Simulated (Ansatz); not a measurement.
Gas-phase electronic energies from Ansatz, PBE0-D4/def2-TZVP geometries. CCSD(T)/CBS adds triple-zeta CCSD(T) − MP2 to the extrapolated MP2 energy (def2 sets, frozen cores). This one scheme is used for every species. DFT in def2-TZVPP. B3LYP here is the variant with VWN-RPA as its local correlation; programs differ in this. HSE06 is defined as in plane-wave codes. def2 core potentials past Kr. For In, Se outer-core shells are correlated without core-valence functions, which leaves a few kJ/mol of doubt a bond. Scalar relativity is left out up to krypton. One conformer a species, not always the lowest.

Reaction (formal exchange of groups at the Se–In bond): `[F][InH][SeH]` + `[SiH3]P` → `P[SiH2][SeH]` + `[F][InH2]`

`[F][InH][SeH]`:

```xyz
5

F    -1.297    1.109    0.843
In    0.269    0.664   -0.238
Se    0.548   -1.800   -0.263
H     1.121    1.957   -0.934
H    -0.641   -1.931    0.591
```

`[SiH3]P`:

Z-matrix (Å, degrees):
```
Si
P 1 2.255
H 1 1.487 2 113.9
H 1 1.486 2 108.0 3 -121.2
H 1 1.486 2 108.0 3 121.2
H 2 1.421 1 93.8 3 -46.7
H 2 1.421 1 93.8 3 47.0
```

`P[SiH2][SeH]`:

Z-matrix (Å, degrees):
```
Si
Se 1 2.282
P 1 2.247 2 109.8
H 1 1.485 2 110.7 3 -119.8
H 1 1.485 2 110.7 3 119.8
H 2 1.470 1 93.9 3 179.8
H 3 1.421 1 93.5 2 46.9
H 3 1.421 1 93.5 2 -47.0
```

`[F][InH2]`:

Z-matrix (Å, degrees):
```
In
F 1 1.961
H 1 1.702 2 110.4
H 1 1.702 2 110.4 3 180.0
```

```tsv
level	ΔE (kJ/mol)	difference from CCSD(T)/CBS
LDA (SPW92)	44.6	-7.5
PBE-D4	46.2	-5.9
BLYP-D4	49.3	-2.8
r2SCAN-D4	49.8	-2.3
B97M-V	43.2	-8.9
PBE0-D4	46.9	-5.2
B3LYP-D4	50.0	-2.1
r2SCANh-D4	49.7	-2.4
r2SCAN0-D4	49.6	-2.5
HSE06-D4	47.2	-4.9
BHLYP-D4	52.3	0.2
CAM-B3LYP-D4	49.5	-2.6
ωB97X-V	48.3	-3.8
ωB97M-V	47.5	-4.6
B2PLYP	54.6	2.5
PBE-QIDH	50.3	-1.8
PBE	49.6	-2.5
revPBE	50.6	-1.5
BLYP	56.7	4.6
r2SCAN	50.7	-1.4
PBE0	49.9	-2.2
B3LYP	55.7	3.6
r2SCANh	50.6	-1.5
HSE06	50.0	-2.1
BHLYP	56.5	4.4
CAM-B3LYP	52.6	0.5
LC-ωPBE	45.9	-6.2
RPA@PBE/def2-TZVPP	50.7	-1.4
HF/def2-SVP	63.6	11.5
MP2/def2-SVP	60.6	8.5
CCSD(T)/def2-SVP	61.6	9.5
HF/def2-TZVPP	60.5	8.4
MP2/def2-TZVPP	51.3	-0.8
SCS-MP2/def2-TZVPP	52.4	0.3
CCSD/def2-TZVPP	52.1	0.0
CCSD(T)/def2-TZVPP	51.5	-0.6
HF/def2-QZVPP	60.1	8.0
HF/CBS(def2)	60.1	8.0
MP2/CBS(def2)	51.9	-0.2
CCSD/CBS(def2)	52.7	0.6
CCSD(T)/CBS	52.1	0
```

Largest T1 diagnostic among the species: 0.016.

At CCSD(T), def2-SVP lies +9.5 kJ/mol from the extrapolated value and def2-TZVPP −0.6 kJ/mol. The D4 term adds −5.7 kJ/mol with B3LYP and −3.0 kJ/mol with PBE0; it sums over pairs of atoms, weighted by their polarisabilities, and B3LYP, whose exchange is more repulsive, gets the larger term.
